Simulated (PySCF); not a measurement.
Compound: WO2Br2 (singlet state).
Bonds: W1–O2, W1–O3, W1–Br4, W1–Br5.

A linear-response calculation (PySCF, def2-SVPD basis, gas phase, vertical, core orbitals frozen in the response) gave these numbers; the functional is withheld.

Orbital energies (eV): HOMO-3 -11.34, HOMO-2 -10.92, HOMO-1 -10.77, HOMO -10.70, LUMO -2.59, LUMO+1 -1.64, LUMO+2 -1.38.

| state | E (eV) | f | main configurations (H = HOMO, L = LUMO) |
| --- | --- | --- | --- |
| S1 | 4.60 | 0.0000 | H-1→L (99%) |
| S2 | 4.66 | 0.0027 | H-2→L (77%), H-4→L (19%) |
| S3 | 4.85 | 0.047 | H→L (74%), H-2→L+1 (10%), H-5→L (10%) |
| S4 | 5.05 | 0.0005 | H-4→L (78%), H-2→L (20%) |
| S5 | 5.14 | 0.027 | H-4→L+1 (56%), H-2→L+1 (30%), H→L (10%) |
| S6 | 5.27 | 0.0036 | H-3→L (80%), H-1→L+1 (14%) |

Triplets, Tamm–Dancoff:

```tsv
state	E (eV)	λ (nm)	main configurations (H = HOMO, L = LUMO)
T1	4.30	288.2	H→L (97%)
T2	4.31	287.5	H-2→L (67%), H-4→L (27%)
T3	4.44	279.2	H-1→L (98%)
T4	4.73	262.0	H-4→L+1 (55%), H-2→L+1 (37%)
```

Vertical ionisation energy by ΔSCF with the same functional: 11.62 eV. Mean static polarisability: 86.1 au.

Question: Name the functional.
A. B3LYP
B. CAM-B3LYP
C. HF
D. PBE

Answer: B. CAM-B3LYP is range-separated, 19% exact exchange at short range and 65% at long range (ω = 0.33 bohr⁻¹). In this run −ε(HOMO) = 10.70 eV differs from the ΔSCF value by -0.91 eV, and S1 differs from the orbital gap of 8.11 eV by -3.51 eV. The ratio −ε(HOMO)/IP is 0.92. Usual ranges for neutral molecules in this basis: 0.85 to 0.93 with CAM-B3LYP, 0.5 to 0.7 with PBE, 0.67 to 0.83 with B3LYP; Hartree–Fock can't fall below 1, since the ion's relaxation only lowers the ΔSCF value.

Computed, not measured: TDDFT CAM-B3LYP/def2-SVPD, vertical, gas phase, core orbitals frozen in the response, def2 core potentials past Kr in PySCF. Isolated species at its PBE0-D3(BJ)/def2-SVP geometry, gas phase. Spin–orbit coupling is left out.
